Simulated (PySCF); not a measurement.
PySCF job for Si(H)2(Me)(NHMe) (C2H9NSi), SMILES [SiH2](C)NC, TDA-PBE/def2-SVPD. The structure is a stationary point at B3LYP-D3(BJ)/def2-SVP. Other conformers were not sampled.

```python
import numpy as np
from pyscf import gto, scf, dft, tdscf

mol = gto.M(
    atom='''
    Si    0.56168924   -0.38007471    0.60557315
    C     1.70387778    0.76689149   -0.35301757
    N    -0.93718153   -0.60846309   -0.24609839
    C    -1.86462128    0.45483985   -0.58356982
    H     1.15514740   -1.74283893    0.74658119
    H     0.40378252    0.19426828    1.98624073
    H     1.26482855    1.77227005   -0.45988216
    H     1.90188246    0.37098069   -1.36145570
    H     2.66512304    0.88152127    0.17428693
    H    -1.38336247   -1.51489561   -0.14372531
    H    -2.57893080    0.70975070    0.22616106
    H    -1.31043193    1.37696357   -0.82370511
    H    -2.45695638    0.20187934   -1.48031270
    ''',
    basis='def2-SVPD',
    charge=0,
    spin=0,
    max_memory=1600,
    verbose=4,
)
mf = dft.RKS(mol, xc='pbe').density_fit(auxbasis='def2-universal-jkfit')
mf.grids.level = 3
mf.conv_tol = 1e-9
mf.max_cycle = 100
mf.kernel()
mf.grids = dft.Grids(mol).set(level=1).build(with_non0tab=True)  # coarser grid for the response kernel
td = tdscf.TDA(mf)
td.singlet = True
td.nstates = 10
td.conv_tol = 1e-4
td.positive_eig_threshold = 1e-6
td.kernel(x0=td.get_init_guess(mf, 15))
td.analyze()
tt = tdscf.TDA(mf)
tt.singlet = False
tt.nstates = 4
tt.conv_tol = 1e-4
tt.positive_eig_threshold = 1e-6
tt.kernel(x0=tt.get_init_guess(mf, 9))
tt.analyze(verbose=3)
```

It prints:

```
PySCF version 2.14.0

[INPUT] verbose = 4
[INPUT] num. atoms = 13
[INPUT] num. electrons = 42
[INPUT] charge = 0
[INPUT] spin (= nelec alpha-beta = 2S) = 0
[INPUT] symmetry False subgroup None
[INPUT] Mole.unit = angstrom
[INPUT] Symbol           X                Y                Z      unit          X                Y                Z       unit  Magmom
[INPUT]  1 Si     0.561689240000  -0.380074710000   0.605573150000 AA    1.061438830715  -0.718237108773   1.144367401890 Bohr   0.0
[INPUT]  2 C      1.703877780000   0.766891490000  -0.353017570000 AA    3.219862353932   1.449214883360  -0.667106524459 Bohr   0.0
[INPUT]  3 N     -0.937181530000  -0.608463090000  -0.246098390000 AA   -1.771016420701  -1.149828597007  -0.465058556796 Bohr   0.0
[INPUT]  4 C     -1.864621280000   0.454839850000  -0.583569820000 AA   -3.523623545236   0.859522747038  -1.102787134362 Bohr   0.0
[INPUT]  5 H      1.155147400000  -1.742838930000   0.746581190000 AA    2.182912219503  -3.293488256930   1.410833978852 Bohr   0.0
[INPUT]  6 H      0.403782520000   0.194268280000   1.986240730000 AA    0.763038376687   0.367113843890   3.753450997156 Bohr   0.0
[INPUT]  7 H      1.264828550000   1.772270050000  -0.459882160000 AA    2.390179554031   3.349105013269  -0.869051331973 Bohr   0.0
[INPUT]  8 H      1.901882460000   0.370980690000  -1.361455700000 AA    3.594036970514   0.701051901602  -2.572778403728 Bohr   0.0
[INPUT]  9 H      2.665123040000   0.881521270000   0.174286930000 AA    5.036352633868   1.665833773279   0.329354564791 Bohr   0.0
[INPUT] 10 H     -1.383362470000  -1.514895610000  -0.143725310000 AA   -2.614176199302  -2.862737810206  -0.271601473068 Bohr   0.0
[INPUT] 11 H     -2.578930800000   0.709750700000   0.226161060000 AA   -4.873472906205   1.341234439718   0.427382463441 Bohr   0.0
[INPUT] 12 H     -1.310431930000   1.376963570000  -0.823705110000 AA   -2.476357452585   2.602084030803  -1.556577065305 Bohr   0.0
[INPUT] 13 H     -2.456956380000   0.201879340000  -1.480312700000 AA   -4.642974658203   0.381496662808  -2.797385581715 Bohr   0.0

nuclear repulsion = 175.646639169099
number of shells = 70
number of NR pGTOs = 222
number of NR cGTOs = 156
basis = def2-SVPD
ecp = {}


******** <class 'pyscf.df.df_jk.DFRKS'> ********
method = DFRKS
initial guess = minao
damping factor = 0
level_shift factor = 0
DIIS = <class 'pyscf.scf.diis.CDIIS'>
diis_start_cycle = 1
diis_space = 8
diis_damp = 0
SCF conv_tol = 1e-09
SCF conv_tol_grad = None
SCF max_cycles = 100
direct_scf = False
XC library pyscf.dft.libxc version 7.1.2
    S. Lehtola, C. Steigemann, M. J. T. Oliveira, and M. A. L. Marques,  SoftwareX 7, 1–5 (2018)
XC functionals = pbe
    J. P. Perdew, K. Burke, and M. Ernzerhof,  Phys. Rev. Lett. 77, 3865 (1996)
    J. P. Perdew, K. Burke, and M. Ernzerhof,  Phys. Rev. Lett. 78, 1396 (1997)
    J. P. Perdew, K. Burke, and M. Ernzerhof,  Phys. Rev. Lett. 77, 3865 (1996)
    J. P. Perdew, K. Burke, and M. Ernzerhof,  Phys. Rev. Lett. 78, 1396 (1997)
radial grids:
    Treutler-Ahlrichs [JCP 102, 346 (1995); DOI:10.1063/1.469408] (M4) radial grids

becke partition: Becke, JCP 88, 2547 (1988); DOI:10.1063/1.454033
pruning grids: <function nwchem_prune>
grids dens level: 3
symmetrized grids: False
atomic radii adjust function: <function treutler_atomic_radii_adjust>
small_rho_cutoff = 0
Set gradient conv threshold to 3.16228e-05
Initial guess from minao.
tot grids = 149592
init E= -425.268366266678
  HOMO = -0.282529382924795  LUMO = -0.0382459963504727  gap/eV = 6.64729
cycle= 1 E= -425.280657931876  delta_E= -0.0123  |g|= 0.58  |ddm|= 4.35
  HOMO = -0.0944188692726868  LUMO = 0.0169791821092207  gap/eV = 3.03130
cycle= 2 E= -425.087813794515  delta_E= 0.193  |g|= 1.04  |ddm|=  2.2
  HOMO = -0.204045361288154  LUMO = -0.00631206404555229  gap/eV = 5.38060
cycle= 3 E= -425.364314231257  delta_E= -0.277  |g|= 0.138  |ddm|= 1.57
  HOMO = -0.190854650057361  LUMO = -0.00551776735667353  gap/eV = 5.04327
cycle= 4 E= -425.368544224251  delta_E= -0.00423  |g|= 0.0518  |ddm|= 0.225
  HOMO = -0.19429417362361  LUMO = -0.00574024801163553  gap/eV = 5.13081
cycle= 5 E= -425.369185773203  delta_E= -0.000642  |g|= 0.00869  |ddm|= 0.0722
  HOMO = -0.193967118050893  LUMO = -0.00580822427569849  gap/eV = 5.12006
cycle= 6 E= -425.369210230523  delta_E= -2.45e-05  |g|= 0.00178  |ddm|= 0.0192
  HOMO = -0.193992460927757  LUMO = -0.0058039984634024  gap/eV = 5.12087
cycle= 7 E= -425.369211147655  delta_E= -9.17e-07  |g|= 0.000458  |ddm|= 0.00318
  HOMO = -0.193994691676673  LUMO = -0.00580197695852736  gap/eV = 5.12098
cycle= 8 E= -425.369211192952  delta_E= -4.53e-08  |g|= 0.00018  |ddm|= 0.000724
  HOMO = -0.193999223360551  LUMO = -0.00580484582980478  gap/eV = 5.12103
cycle= 9 E= -425.369211201692  delta_E= -8.74e-09  |g|= 2.61e-05  |ddm|= 0.00024
  HOMO = -0.193999300449627  LUMO = -0.00580491637045499  gap/eV = 5.12103
cycle= 10 E= -425.369211201878  delta_E= -1.86e-10  |g|= 6.95e-06  |ddm|= 5.5e-05
  HOMO = -0.19400032470775  LUMO = -0.00580558723934255  gap/eV = 5.12104
Extra cycle  E= -425.369211201872  delta_E= 6.03e-12  |g|= 7.77e-06  |ddm|= 2.48e-05
converged SCF energy = -425.369211201872
tot grids = 44144
Overwritten attributes  positive_eig_threshold  of <class 'pyscf.tdscf.rks.TDA'>


******** <class 'pyscf.tdscf.rks.TDA'> for <class 'pyscf.df.df_jk.DFRKS'> ********
nstates = 10 singlet
deg_eia_thresh = 1.000e-03
wfnsym = None
conv_tol = 0.0001
eigh lindep = 1e-12
eigh level_shift = 0
eigh max_cycle = 100


Excitation energies (eV)
[5.16463163 5.51399398 6.15505236 6.22134416 6.65568885 6.7375176
 7.27339864 7.41065856 7.5778045  7.60297261]

** Singlet excitation energies and oscillator strengths **
Excited State   1:      5.16463 eV    240.06 nm  f=0.0034
      21 -> 22       -0.70444
Excited State   2:      5.51399 eV    224.85 nm  f=0.0206
      21 -> 23        0.69900
Excited State   3:      6.15505 eV    201.43 nm  f=0.0199
      21 -> 24        0.66766
      21 -> 25       -0.21725
Excited State   4:      6.22134 eV    199.29 nm  f=0.0183
      21 -> 24        0.21923
      21 -> 25        0.66487
Excited State   5:      6.65569 eV    186.28 nm  f=0.0008
      21 -> 26       -0.63964
      21 -> 27        0.29892
Excited State   6:      6.73752 eV    184.02 nm  f=0.0375
      21 -> 26        0.29532
      21 -> 27        0.63105
Excited State   7:      7.27340 eV    170.46 nm  f=0.0466
      21 -> 28        0.67388
Excited State   8:      7.41066 eV    167.31 nm  f=0.0143
      21 -> 29        0.69643
Excited State   9:      7.57780 eV    163.61 nm  f=0.0021
      19 -> 22       -0.16595
      20 -> 22        0.64033
      21 -> 30        0.23362
Excited State  10:      7.60297 eV    163.07 nm  f=0.0048
      19 -> 22        0.14234
      20 -> 22        0.26337
      21 -> 30       -0.63472

** Transition electric dipole moments (AU) **
state          X           Y           Z        Dip. S.      Osc.
  1         0.1049      0.1235     -0.0195      0.0266      0.0034
  2         0.3422      0.0569      0.1803      0.1528      0.0206
  3        -0.3627     -0.0243     -0.0087      0.1322      0.0199
  4        -0.0295      0.0786      0.3360      0.1200      0.0183
  5        -0.0131     -0.0259      0.0660      0.0052      0.0008
  6         0.2089     -0.0376     -0.4268      0.2272      0.0375
  7         0.4559     -0.0739      0.2198      0.2616      0.0466
  8         0.1955      0.0109      0.2017      0.0790      0.0143
  9        -0.0912      0.0283      0.0494      0.0116      0.0021
 10         0.1055     -0.1129     -0.0428      0.0257      0.0048

** Transition velocity dipole moments (imaginary part, AU) **
state          X           Y           Z        Dip. S.      Osc.
  1         0.0148      0.0158     -0.0029      0.0005      0.0017
  2         0.0439      0.0060      0.0293      0.0028      0.0093
  3        -0.0604     -0.0010      0.0182      0.0040      0.0117
  4        -0.0134      0.0053      0.0725      0.0055      0.0159
  5        -0.0068      0.0018      0.0116      0.0002      0.0005
  6         0.0487     -0.0061     -0.0971      0.0118      0.0318
  7         0.0911     -0.0274      0.0247      0.0097      0.0241
  8         0.0453     -0.0006      0.0172      0.0023      0.0057
  9        -0.0263     -0.0044      0.0088      0.0008      0.0019
 10         0.0269     -0.0268     -0.0008      0.0014      0.0035

** Transition magnetic dipole moments (imaginary part, AU) **
state          X           Y           Z
  1        -0.1762      0.0492     -0.2219
  2         0.3429     -0.4206     -0.1137
  3        -0.3086     -0.3645      0.1058
  4        -0.3930     -0.3222      0.1684
  5         0.4509     -0.3702      0.2343
  6        -0.3031     -0.1081      0.0307
  7         0.0847     -0.0063     -0.3157
  8         0.1326      0.1251     -0.1425
  9        -0.2752     -0.4852     -0.2282
 10         0.3500      0.0352     -0.1095


******** <class 'pyscf.tdscf.rks.TDA'> for <class 'pyscf.df.df_jk.DFRKS'> ********
nstates = 4 triplet
deg_eia_thresh = 1.000e-03
wfnsym = None
conv_tol = 0.0001
eigh lindep = 1e-12
eigh level_shift = 0
eigh max_cycle = 100


Excitation energies (eV)
[4.99792606 5.28580987 5.98744125 6.04831214]

** Triplet excitation energies and oscillator strengths **
Excited State   1:      4.99793 eV    248.07 nm  f=0.0000
Excited State   2:      5.28581 eV    234.56 nm  f=0.0000
Excited State   3:      5.98744 eV    207.07 nm  f=0.0000
Excited State   4:      6.04831 eV    204.99 nm  f=0.0000
```

The run converged.
